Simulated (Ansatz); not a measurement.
Molecule: C$_{4}$H$_{7}$Cl$_{2}$, charge 0, multiplicity 2. It need not be the lowest isomer of its formula. 
Coordinates optimised at B3LYP-D3(BJ)/def2-TZVP (Ansatz, a quantum-chemistry and plane-wave program):
SMILES: Cl[C@H](CCCl)[CH2]
```xyz
13

C     -2.3795     0.6204     0.4787
C     -1.0468     0.2233     0.0467
C      0.0352     0.3705     1.1016
C      1.4299    -0.0173     0.6559
Cl     2.0258     1.0482    -0.6803
Cl    -1.1480    -1.6046    -0.4497
H     -3.1419     0.8525    -0.2503
H     -2.6736     0.5026     1.5130
H     -0.7544     0.6898    -0.8897
H     -0.2274    -0.2409     1.9700
H      0.0376     1.4144     1.4271
H      1.4624    -1.0333     0.2741
H      2.1423     0.0921     1.4688
```
Charge 0, spin multiplicity 2.

Computed values are from Ansatz. Correlated levels leave the core frozen unless marked. UHF or UKS for open shells. Spin-orbit coupling is left out. Non-relativistic. CBS(X,Y): correlation extrapolated as X^-3; Hartree-Fock from the larger set.

Q: What is the T1 diagnostic at CCSD/cc-pV(Q+d)Z?

A: 0.011.

Q: What is the atomisation energy De at CCSD(T)/CBS(cc-pV(T+d)Z,cc-pV(Q+d)Z)?

A: 1152.7 kcal/mol.

Q: What is the total energy at CCSD(T)/CBS(cc-pV(T+d)Z,cc-pV(Q+d)Z)?

A: -1075.9088 Eh.

Q: What is the dipole moment at CCSD(T)/aug-cc-pV(D+d)Z?

A: 2.37 D.
